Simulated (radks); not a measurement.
Coulomb parameter of the 4f shell of neutral terbium in the model configuration [Xe] 4f8 6s2 6p1, as a second difference U = [E(n + 0.5) + E(n - 0.5) - 2 E(n)] / (0.5)^2 with all orbitals relaxed. "Bare": the charge of the atom changes with n. "Screened": the 6p shell takes up the change at fixed total charge, which measures U(4f,4f) + U(6p,6p) - 2 U(4f,6p). All-electron calculation, scalar-relativistic Kohn-Sham, PBE, spin-unpolarised, spherical densities, finite nucleus; Fermi nuclear charge, rms radius 5.06 fm. Program: a radial shooting solver on a logarithmic mesh with Libxc functionals.

case,configuration,E - E(n) (eV)
start,[Xe] 4f8 6s2 6p1,0.000
bare +0.5,[Xe] 4f8.5 6s2 6p1,-4.364
bare -0.5,[Xe] 4f7.5 6s2 6p1,8.049
screened +0.5,[Xe] 4f8.5 6s2 6p0.5,-3.927
screened -0.5,[Xe] 4f7.5 6s2 6p1.5,6.186

U(bare) = 14.741 eV, U(screened by 6p) = 9.039 eV, against the Slater integral F0(4f,4f) = 30.458 eV with frozen orbitals. The step up makes a negative ion, whose loosely bound charge lowers the bare value.
